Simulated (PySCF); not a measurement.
**ZnCl at UHF-SCS-MP2**

Level: UHF-SCS-MP2. basis Zn def2-TZVPP, Cl def2-TZVPP; no relativity; PySCF 2.14.

```json
{"state": "²Σ⁺ (doublet), unpaired electrons σ ↑", "bond length": "215.3 pm", "harmonic wavenumber": "387 cm⁻¹", "force constant": "1.99 mdyn/Å", "rotational constant Be": "0.1609 cm⁻¹", "anharmonicity ωexe": "1.34 cm⁻¹", "vibration–rotation constant αe": "0.000832 cm⁻¹", "well depth De to Zn + Cl": "2.20 eV", "dissociation energy D0": "2.17 eV"}
```

Correlated steps freeze 10 core orbitals. The state was picked by a PBE0 search and need not be the measured ground state.
